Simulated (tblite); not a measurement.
Compound: C5H11BOS.
Atom-mapped SMILES: `[CH3:1][S@+:2]1[BH2-:3][CH2:4][C@H:5]([CH:6]=[O:7])[CH2:8]1` (hydrogens: H9, H10, H11 on C1; H12, H13 on B3; H14, H15 on C4; H16 on C5; H17 on C6; H18, H19 on C8)
Bond orders are those of one Lewis drawing.

Computed with GFN2-xTB (tblite), gas phase: L-BFGS steps from a force-field or distance-geometry start until the largest atomic force falls under 0.01 eV/Å.

Step 60: E = -675.9824 eV
```
atom  x, y, z in Å  |  force x, y, z in eV/Å
C1     -2.4111    0.6318    0.3744    0.023  -0.007   0.001
S2     -1.3975    0.0331   -1.0169   -0.034  -0.028   0.011
B3     -0.6013   -1.6508   -0.2912   -0.015   0.003   0.024
C4      0.7666   -1.0866    0.3957   -0.015   0.013  -0.020
C5      1.2801    0.0839   -0.4679    0.019   0.020  -0.010
C6      2.3442    0.7690    0.3319    0.012  -0.069   0.037
O7      2.1729    1.7339    1.0275    0.015   0.089   0.015
C8      0.1177    1.0236   -0.7471   -0.013  -0.010  -0.004
H9     -3.3582    0.1037    0.3367    0.005  -0.022  -0.023
H10    -1.9110    0.4195    1.3125    0.032   0.000   0.017
H11    -2.5797    1.6971    0.2502    0.001  -0.007   0.010
H12    -0.4233   -2.3315   -1.2467    0.011   0.070   0.027
H13    -1.4004   -2.0741    0.4731   -0.012  -0.032  -0.034
H14     1.5332   -1.8601    0.4484   -0.018   0.002   0.034
H15     0.6069   -0.7292    1.4174   -0.013   0.011  -0.027
H16     1.6917   -0.3198   -1.3948    0.010   0.009  -0.034
H17     3.3253    0.2589    0.3024    0.008  -0.042  -0.002
H18    -0.0523    1.6671    0.1157    0.005   0.010  -0.006
H19     0.2865    1.6400   -1.6286   -0.021  -0.009  -0.017
```

Step 61: E = -675.9831 eV
```
atom  x, y, z in Å  |  force x, y, z in eV/Å
C1     -2.4048    0.6324    0.3800    0.017  -0.013   0.005
S2     -1.4010    0.0319   -1.0170    0.002  -0.012   0.016
B3     -0.6011   -1.6509   -0.2945   -0.021  -0.007   0.024
C4      0.7661   -1.0855    0.3939   -0.048   0.002  -0.024
C5      1.2799    0.0850   -0.4702    0.008   0.004   0.009
C6      2.3373    0.7678    0.3399    0.022   0.004   0.044
O7      2.1586    1.7276    1.0425    0.032   0.010  -0.032
C8      0.1173    1.0232   -0.7557   -0.014  -0.012  -0.005
H9     -3.3521    0.1049    0.3498   -0.002  -0.030  -0.023
H10    -1.8989    0.4225    1.3153    0.037  -0.006   0.022
H11    -2.5749    1.6970    0.2560    0.001   0.012   0.004
H12    -0.4224   -2.3308   -1.2510    0.012   0.077   0.031
H13    -1.3998   -2.0771    0.4693   -0.004  -0.029  -0.038
H14     1.5326   -1.8597    0.4483   -0.028   0.023   0.043
H15     0.6007   -0.7265    1.4145    0.006   0.000  -0.035
H16     1.6958   -0.3213   -1.3943    0.014   0.026  -0.026
H17     3.3217    0.2625    0.3078   -0.014  -0.028   0.014
H18    -0.0514    1.6754    0.1017    0.007  -0.010  -0.027
H19     0.2867    1.6308   -1.6437   -0.028  -0.012  -0.005
```

Question: Estimate the geometry and energy of step 62. (The exact step hangs on the optimiser's Hessian estimate; all steps are aligned on step 61, rigid shifts and turns removed.)

Answer: E = -675.9838 eV, largest force 0.068 eV/Å
```
atom  x, y, z in Å  |  force x, y, z in eV/Å
C1     -2.4016    0.6319    0.3824    0.003  -0.007   0.014
S2     -1.4031    0.0310   -1.0165    0.039   0.002   0.013
B3     -0.6007   -1.6508   -0.2951   -0.023   0.000   0.014
C4      0.7659   -1.0842    0.3928   -0.057  -0.006  -0.015
C5      1.2799    0.0868   -0.4712   -0.013  -0.029   0.007
C6      2.3348    0.7660    0.3446    0.030  -0.008  -0.020
O7      2.1548    1.7253    1.0466    0.030   0.042   0.007
C8      0.1165    1.0237   -0.7591   -0.009  -0.019  -0.009
H9     -3.3487    0.1044    0.3541   -0.010  -0.035  -0.016
H10    -1.8934    0.4232    1.3166    0.038  -0.010   0.026
H11    -2.5732    1.6962    0.2589    0.003   0.020   0.001
H12    -0.4212   -2.3284   -1.2520    0.015   0.064   0.017
H13    -1.3994   -2.0793    0.4668   -0.006  -0.029  -0.028
H14     1.5320   -1.8591    0.4492   -0.034   0.038   0.042
H15     0.5978   -0.7241    1.4125    0.013  -0.003  -0.027
H16     1.6965   -0.3209   -1.3946    0.018   0.038  -0.015
H17     3.3189    0.2602    0.3118   -0.013  -0.028   0.027
H18    -0.0510    1.6808    0.0951    0.004  -0.021  -0.033
H19     0.2856    1.6264   -1.6504   -0.029  -0.009  -0.005
```

The energy changes by -0.0008 eV. The first-order estimate −F·Δx gives -0.0010 eV and the mean of the old and new forces, exact on a quadratic surface, -0.0008 eV. The step makes an angle of 73° with the force vector and moves no atom by more than 0.009 Å.

The cost below is that of the whole relaxation. Hardware: Arm Neoverse V1, one thread, no GPU, shared host with 32 logical CPUs at a one-minute load of 25. Cost: 0.84 s.
